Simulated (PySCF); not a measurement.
# [LuH2]+ at several levels of theory

Computed with PySCF 2.14.0 (density fitting, no spin-orbit coupling) at the geometry relaxed with PBE0:

```xyz
3
[LuH2]+ (singlet)
Lu    0.0000    0.0000   -0.1844
H     1.4608    0.0000    0.9454
H    -1.4608    0.0000    0.9454
```

```tsv
level	basis	state	HOMO (eV)	gap (eV)	charge on Lu1 (e)	population of f-type functions on Lu1 (core shells left out)	dipole about the centre of mass (D)	largest force component (eV/Å)
PBE0	Lu def2-SVP with ECP28, H def2-SVP	singlet	-13.09	4.94	1.06	14.00	4.23	0.00
BLYP	the same	singlet	-11.91	2.70	1.06	14.00	3.71	0.28
HF	the same	singlet	-15.85	10.26	1.21	14.01	5.34	0.37
```

Charges are Mulliken's, which hang on the basis. The relaxation used the grid (50, 194), these runs (75, 302) or, all-electron (x2c bases, spin-free X2C Hamiltonian), (99, 590).

**Question.** What does PBE0 with Lu def2-TZVP with ECP28, H def2-TZVP give here?

**Answer.** state singlet, HOMO (eV) -13.09, gap (eV) 4.94, charge on Lu1 (e) 1.11, population of f-type functions on Lu1 (core shells left out) 14.00, dipole about the centre of mass (D) 4.24, largest force component (eV/Å) 0.01. Time: 8.3 s on 2 threads of Intel(R) Xeon(R) 6975P-C (Granite Rapids) (shared host), from free ions and atoms.

In the first row's basis the gap widens with exact exchange: 2.7 eV for BLYP (none); 4.9 eV for PBE0 (a fixed share); 10.3 eV for Hartree–Fock (rising or full at long range).
